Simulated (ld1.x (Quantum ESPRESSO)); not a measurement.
# Which change was made? (Co, TM)

* Element: Co (Z = 27)
* Generator: ld1.x (Quantum ESPRESSO) 7.5
* Type: norm-conserving Troullier–Martins (Kleinman–Bylander form)
* Functional: PBEsol
* Relativity: fully relativistic
* Frozen core: [Ar]
* Valence charge: 9
* Reference configuration: 3d7 4s1 4p0 (charge +1)
* Partial waves: 4s (bound): rc 1.85 bohr; 3d (bound): rc 1.70 bohr; 4p (bound, empty): rc 3.00 bohr
* Local potential: the p channel
* Core correction: a·sin(br)/r model core, default radius (core density twice the valence density)

Open shells are filled in proportion to 2j + 1 (rel_dist='average').

Cutoffs, loose and tight: the cutoffs (Ry, on a coarse ladder) from which the occupation-weighted sum of valence levels, in a spherical-Bessel basis at the reference potential, stays within 10 and 1 mRy of its value at 400 Ry. They do not see the model core or the augmentation charge, which bear on the density cutoff. Test errors are all-electron minus pseudo excitation energies from the reference, over the configurations 3d7 4s2 4p0; 3d7 4s0 4p0; 3d6 4s0 4p0; 3d5 4s0 4p0; 3d6 4s2 4p1; 3d7 4s0 4p2; 3d7 4s0 4p1; variants that change the core or the reference have their own tests.

The base gives: outcome: generated; cutoff, loose: 100 Ry; cutoff, tight: 160 Ry; bound ghosts: s; largest test error (meV): -2020.

Q: After one change the result is: outcome: generated; cutoff, loose: 120 Ry; cutoff, tight: 230 Ry; bound ghosts: s; largest test error (meV): -2627. Which change was it?
A. all radii but the core radius scaled by about 1.10 (s 2.04, p 3.30, d 1.86 bohr)
B. all radii but the core radius scaled by about 0.84 (s 1.54, p 2.52, d 1.42 bohr)
C. all radii but the core radius scaled by about 0.75 (s 1.40, p 2.26, d 1.28 bohr)

A: B. The others give: all radii but the core radius scaled by about 0.75 (s 1.40, p 2.26, d 1.28 bohr) → outcome: generated; cutoff, loose: 140 Ry; cutoff, tight: 260 Ry; bound ghosts: s; largest test error (meV): -2944 | all radii but the core radius scaled by about 1.10 (s 2.04, p 3.30, d 1.86 bohr) → outcome: generated; cutoff, loose: 80 Ry; cutoff, tight: 140 Ry; bound ghosts: s; largest test error (meV): -1583.
